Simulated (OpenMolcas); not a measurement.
## Ti III: Racah parameters, the spin-orbit constant, worked from levels

```
Program             : OpenMolcas
Basis               : ANO-RCC-VQZP [7s6p4d3f2g1h]
Scalar Hamiltonian  : DKH2, point nucleus
Active space        : 2 electrons in 6 orbitals (3d 4s)
State averaging     : 2S+1 = 3 even, 15 roots; 2S+1 = 1 even, 20 roots kept (CI in the orbitals of an earlier block)
Spin-orbit coupling : RASSI with atomic mean-field integrals over the reference wave functions, term energies averaged over their components
```

Methods: CASSCF; MS-CASPT2, IPEA 0.25 Eh, imaginary shift 0.1 Eh (closed shells correlated: 3s 3p). Measured levels: Corliss and Sugar, J. Phys. Chem. Ref. Data 8, 1 (1979).

**Racah parameters.** Above ³F, d2 has ³P at 15B, ¹G at 12B + 2C and ¹D at 5B + 2C. The first two fix B and C, and the third tests them; where it misses by thousands of cm-1, two parameters do not describe the configuration (Trees and configuration-interaction terms are left out) and B and C hang on the terms chosen. Term energies are centres of gravity, weighted by 2J + 1.

```tsv
Source	³P	¹G	B	C	C/B	¹D from B, C	¹D found
CASSCF	13626	17633	908	3366	3.71	11272	11129
MS-CASPT2	10865	14045	724	2676	3.70	8972	7603
measured	10420	14156	695	2910	4.19	9295	8232
```

Energies in cm-1. From CASSCF to MS-CASPT2, B changes by -20.3 % and C by -20.5 %. Against the measured terms, MS-CASPT2 has B off by +4.2 % and C by -8.0 %.

**The spin-orbit constant.** For the Hund term ³F of d2, E(J) = (A/2) J(J+1) + constant and ζ = 2S·A = 2A. From J = 2 to J = 4 the energy changes by 7 A.

```json
{"Source": "CASSCF", "E(4) - E(2)": "459.1", "A": "65.6", "ζ": "131"}
{"Source": "MS-CASPT2", "E(4) - E(2)": "460.5", "A": "65.8", "ζ": "132"}
{"Source": "measured", "E(4) - E(2)": "420.4", "A": "60.1", "ζ": "120"}
```

All in cm-1. MS-CASPT2 is off by +9.5 % and CASSCF by +9.2 %. Both methods take the spin-orbit matrix elements from the reference wave functions, so the second can move ζ only through the term energies and any multistate remixing. Second-order mixing with other terms is absorbed into this ζ.

CASPT2 does not keep the components of a term degenerate, so their means are used; among the terms shown or strongly mixed into the levels shown the widest spread is 920 cm-1 (3d² ¹G, MS-CASPT2). Terms from blocks run as CI alone lack orbitals of their own. Without dynamic correlation excited terms often stand tens of per cent too high (terms of higher spin than the ground term too low), and those without a measured partner can miss by more than the paired ones (holds for CASSCF). Measured partners are found by configuration, term and J. A level has none where our copy of the source lacks it or the pairing is in doubt (some pairs that miss far off the trend of their configuration count as doubtful), and it then counts in no deviation. Levels of configurations outside the active space are missing.
